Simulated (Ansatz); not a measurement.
Reaction (cleavage of the Si–Si bond): `O[SiH2][SiH2][SiH2]F` + `O[SiH](O)O` → `O[SiH2]O[SiH](O)O` + `F[SiH2][SiH3]`

Isolated molecules relaxed with PBE0-D4/def2-TZVP in Ansatz; ΔE leaves out vibrations. CCSD(T)/CBS is the MP2 limit (def2-TZVPP, def2-QZVPP) plus CCSD(T) − MP2 in def2-TZVPP, frozen cores. DFT in def2-TZVPP. B3LYP here is the variant with VWN-RPA as its local correlation; programs differ in this. One conformer a species, not always the lowest.

`O[SiH2][SiH2][SiH2]F`:

Cartesian coordinates in Å:
```
O 0.014 0.386 -2.089
Si -0.328 1.460 -0.875
Si -0.738 0.116 0.995
Si 0.784 -1.658 0.871
F 0.752 -2.531 2.221
H 0.201 0.737 -2.961
H -1.487 2.328 -1.230
H 0.831 2.363 -0.615
H -2.136 -0.398 0.992
H -0.520 0.907 2.238
H 0.457 -2.565 -0.257
H 2.170 -1.144 0.708
```

`O[SiH](O)O`:

Cartesian coordinates in Å:
```
O 1.126 1.171 -0.232
Si -0.073 0.071 -0.328
O -1.088 0.059 0.962
O 0.581 -1.426 -0.365
H 1.835 1.002 0.391
H -0.802 0.426 -1.561
H -1.644 0.826 1.101
H 0.065 -2.129 0.033
```

`O[SiH2]O[SiH](O)O`:

```xyz
12

O     1.453    1.181    0.685
Si    0.064    0.770    1.488
O    -0.723   -0.268    0.527
Si   -0.509   -1.090   -0.880
O     0.719   -0.390   -1.697
O    -1.858   -1.077   -1.788
H     2.236    1.382    1.199
H     0.418    0.137    2.784
H    -0.781    1.966    1.704
H    -0.264   -2.505   -0.559
H     1.291    0.178   -1.167
H    -2.047   -0.286   -2.295
```

`F[SiH2][SiH3]`:

```xyz
8

F     0.663   -2.133    0.394
Si    0.468   -0.879   -0.591
Si   -0.479    0.914    0.581
H     1.804   -0.521   -1.136
H    -0.408   -1.315   -1.710
H    -1.813    0.544    1.121
H    -0.638    2.055   -0.362
H     0.403    1.335    1.702
```

(1) Is it downhill or uphill in electronic energy at CCSD(T)/CBS, and by how much? (Best estimate.)

(2) What do these levels give: r2SCAN-D4, PBE0-D4, B3LYP-D4, ωB97X-V, r2SCAN, PBE0, B3LYP, HF/def2-TZVPP, MP2/def2-TZVPP, CCSD(T)/def2-TZVPP, HF/CBS(def2), MP2/CBS(def2)? (An estimate is asked.)

Largest T1 diagnostic among the species: 0.013.

## Answers

(1) The calculation gave: Downhill: ΔE = -132.0 kJ/mol.

(2) Computed: r2SCAN-D4 -126.5, PBE0-D4 -114.5, B3LYP-D4 -131.3, ωB97X-V -129.4, r2SCAN -126.4, PBE0 -114.3, B3LYP -130.8, HF/def2-TZVPP -154.3, MP2/def2-TZVPP -137.3, CCSD(T)/def2-TZVPP -132.7, HF/CBS(def2) -157.3, MP2/CBS(def2) -136.7 kJ/mol.

In def2-TZVPP, CCSD(T) changes the Hartree–Fock value by +21.6 kJ/mol (the triples alone add +2.9 kJ/mol) and MP2 by +16.9 kJ/mol. From PBE to PBE0 (25 % exact exchange), in def2-TZVPP and without D4, ΔE moves by −8.8 kJ/mol.
